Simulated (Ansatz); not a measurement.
Reaction (redistribution): `BOB(N)Cl` + `FC([SiH3])([SiH3])[SiH3]` → `BC(F)([SiH3])[SiH3]` + `NB(Cl)O[SiH3]`

Isolated molecules relaxed with PBE0-D4/def2-TZVP in Ansatz; ΔE leaves out vibrations. CCSD(T)/CBS adds triple-zeta CCSD(T) − MP2 to the extrapolated MP2 energy (def2 sets, frozen cores). DFT in def2-TZVPP. B3LYP here is the variant with VWN-RPA as its local correlation; programs differ in this. Each species was taken in one conformer, which may not be the lowest.

`BOB(N)Cl`:

Z-matrix (Å, degrees):
```
B
O 1 1.354
H 1 1.197 2 120.8
H 1 1.197 2 116.7 3 179.9
B 2 1.377 1 131.0 3 0.5
Cl 5 1.775 2 122.0 1 1.8
N 5 1.389 2 118.7 1 -178.3
H 7 1.005 5 121.5 2 0.1
H 7 1.003 5 123.0 2 -179.9
```

`FC([SiH3])([SiH3])[SiH3]`:

Cartesian coordinates in Å:
```
F 0.438 1.342 -1.281
C 0.110 0.337 -0.322
Si -1.138 -0.832 -1.138
Si -0.638 1.217 1.181
Si 1.719 -0.560 0.124
H -1.495 -1.886 -0.152
H -0.532 -1.457 -2.341
H -2.356 -0.077 -1.528
H -1.863 1.952 0.777
H -0.983 0.186 2.194
H 0.350 2.169 1.750
H 1.397 -1.614 1.121
H 2.303 -1.181 -1.092
H 2.688 0.403 0.707
```

`BC(F)([SiH3])[SiH3]`:

Cartesian coordinates in Å:
```
B -0.648 -1.554 -0.203
C -0.531 -0.106 0.238
F -1.625 0.393 0.978
Si 1.031 0.099 1.319
Si -0.327 1.012 -1.299
H 0.257 -2.019 -0.834
H -1.607 -2.211 0.068
H 1.091 1.508 1.782
H 2.228 -0.226 0.506
H 0.956 -0.804 2.495
H -1.491 0.846 -2.205
H 0.923 0.640 -2.005
H -0.257 2.421 -0.840
```

`NB(Cl)O[SiH3]`:

```xyz
10

N    -1.028   -0.644    1.214
B     0.221   -0.977    0.684
Cl    1.066   -2.397    1.343
O     0.838   -0.284   -0.306
Si    0.546    1.037   -1.235
H    -1.567    0.143    0.895
H    -1.456   -1.179    1.946
H     0.551    0.630   -2.659
H     1.607    2.042   -0.986
H    -0.779    1.629   -0.897
```

(1) Is it downhill or uphill in electronic energy at CCSD(T)/CBS, and by how much? (Best estimate.)

(2) What do these levels give: B3LYP-D4, PBE0, HF/def2-TZVPP, MP2/def2-TZVPP, CCSD(T)/def2-TZVPP, SCS-MP2/def2-QZVPP? (An estimate is asked.)

Largest T1 diagnostic among the species: 0.014.

Results:

(1) Ansatz gave: Nearly level: ΔE = -0.5 kcal/mol.

(2) The calculation gave: B3LYP-D4 -0.3, PBE0 -0.5, HF/def2-TZVPP -2.7, MP2/def2-TZVPP -1.0, CCSD(T)/def2-TZVPP -0.4, SCS-MP2/def2-QZVPP -1.2 kcal/mol.

From PBE to PBE0 (25 % exact exchange), in def2-TZVPP and without D4, ΔE moves by −0.8 kcal/mol. The D4 term adds +0.8 kcal/mol with B3LYP and +0.4 kcal/mol with PBE0; it sums over pairs of atoms, weighted by their polarisabilities, and B3LYP, whose exchange is more repulsive, gets the larger term. In def2-TZVPP, CCSD(T) changes the Hartree–Fock value by +2.3 kcal/mol (the triples alone add +0.5 kcal/mol) and MP2 by +1.7 kcal/mol.
